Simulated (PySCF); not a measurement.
MgHI, SMILES [MgH][I]. Atoms are numbered in the order given.

```xyz
3

Mg     0.0000     0.0000    -2.0283
H      0.0000     0.0000    -3.7107
I      0.0000     0.0000     0.5292
```
Charge 0, spin multiplicity 1.

Geometry optimised at B3LYP-D3(BJ)/def2-TZVP. The def2 effective core potentials stand for the cores of I; spin–orbit coupling is left out.

These are B3LYP-D3(BJ)/def2-TZVP in PySCF 2.14.0 values and carry that method's errors.

Frequencies are harmonic and unscaled.

Modes within 1.5 cm⁻¹ of each other (mostly degenerate sets) share a row, with their intensities summed.

```csv
mode,ν (cm⁻¹),IR (km/mol),moving atoms (share of kinetic energy)
1–2,306,409.1,"H 89 %, Mg 10 %"
3,324,32.3,"Mg 80 %, I 17 %"
4,1669,213.7,H 96 %
```
